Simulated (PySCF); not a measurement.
## Energy of Fe²⁺ (iron, charge +2) between two integer charges

The 3d beta orbital of [Ar] 3d6 is emptied in steps (occupation f), with all orbitals relaxed, ending at [Ar] 3d5. Computed with PySCF 2.14 in def2-TZVP (6s4p4d1f, 45 functions), with no relativity, point nucleus. The exact energy is a straight line in f; departures are measured from the line between the end points of the same method.

| f | BHandHLYP (eV) | wB97X (eV) | CAM-B3LYP (eV) |
| --- | --- | --- | --- |
| 1 | 0.000 | 0.000 | 0.000 |
| 0.75 | -0.518 | -0.527 | -0.736 |
| 0.5 | -0.705 | -0.715 | -0.997 |
| 0.25 | -0.540 | -0.542 | -0.758 |
| 0 | 0.000 | 0.000 | 0.000 |

```csv
method,E(f=0) − E(f=1) (eV),−ε at f=1 (eV),−ε at f=0.5 (eV)
BHandHLYP,30.778,28.075,30.721
wB97X,31.077,28.322,31.035
CAM-B3LYP,31.464,27.598,31.406
```

Orbital energy along the path (eV):

```tsv
f	BHandHLYP	wB97X	CAM-B3LYP
1	-28.075	-28.322	-27.598
0.75	-29.352	-29.632	-29.455
0.5	-30.721	-31.035	-31.406
0.25	-32.172	-32.505	-33.442
0	-33.722	-33.963	-35.569
```

Reference removal energy between the ground levels: 30.651 ± 0.012 eV (measured; NIST Atomic Spectra Database, ionization energies). The calculation has no spin-orbit coupling. The determinant left behind need not be the lowest term of the ion.
